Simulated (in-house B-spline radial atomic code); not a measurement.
Radial electron density of Ca³⁺, [Ne] 3s2 3p5. Level of theory: scalar-relativistic (X2C) TPSSh, spin-polarised, spherical fractional occupations, exact exchange averaged over the configuration, Fermi nucleus of rms radius 3.4776 fm; calculated with a radial B-spline atomic code at the basis-set limit.

Columns: r (bohr), 4πr²n(r) (electrons per bohr), bar.

```
  0.0029   0.5922 #
 0.00347   0.8169 #
 0.00414    1.117 ##
 0.00495    1.525 ###
 0.00591    2.065 ####
 0.00706     2.78 #####
 0.00843     3.71 #######
  0.0101    4.926 #########
   0.012    6.381 ###########
  0.0144    8.267 ###############
  0.0172    10.45 ###################
  0.0205    12.92 #######################
  0.0245    15.62 ############################
  0.0292     18.3 #################################
  0.0349    20.76 #####################################
  0.0417    22.62 #########################################
  0.0498    23.52 ##########################################
  0.0595    23.26 ##########################################
  0.0711    21.89 #######################################
  0.0849    19.83 ####################################
   0.101    17.91 ################################
   0.121    16.97 ##############################
   0.145    17.76 ################################
   0.173     20.1 ####################################
   0.207    22.95 #########################################
   0.247    24.55 ############################################
   0.295    23.51 ##########################################
   0.352    19.62 ###################################
    0.42     14.1 #########################
   0.502    9.018 ################
     0.6     6.22 ###########
   0.716    5.947 ###########
   0.856    6.863 ############
    1.02    7.196 #############
    1.22    6.176 ###########
    1.46    4.205 ########
    1.74    2.246 ####
    2.08   0.8995 ##
    2.48   0.2737 
    2.97  0.05743 
    3.54   0.0083 
    4.23 0.0007392
```

On this grid the curve has 3 maxima, near 0.0498, 0.247, 1.02 bohr.

The 3s up radial function P(r) = rR(r), positive near the nucleus:

| r (bohr) | P |
| --- | --- |
| 0.001 | 0.02077 |
| 0.00143 | 0.02898 |
| 0.00204 | 0.04021 |
| 0.0029 | 0.05535 |
| 0.00414 | 0.07596 |
| 0.00591 | 0.1032 |
| 0.00843 | 0.138 |
| 0.012 | 0.1802 |
| 0.0172 | 0.2285 |
| 0.0245 | 0.2739 |
| 0.0349 | 0.3016 |
| 0.0498 | 0.2858 |
| 0.0711 | 0.1925 |
| 0.101 | 0.001276 |
| 0.145 | -0.2745 |
| 0.207 | -0.5069 |
| 0.295 | -0.4993 |
| 0.42 | -0.113 |
| 0.6 | 0.5354 |
| 0.856 | 1.014 |
| 1.22 | 0.9514 |
| 1.74 | 0.5106 |
| 2.48 | 0.1441 |
| 3.54 | 0.01777 |
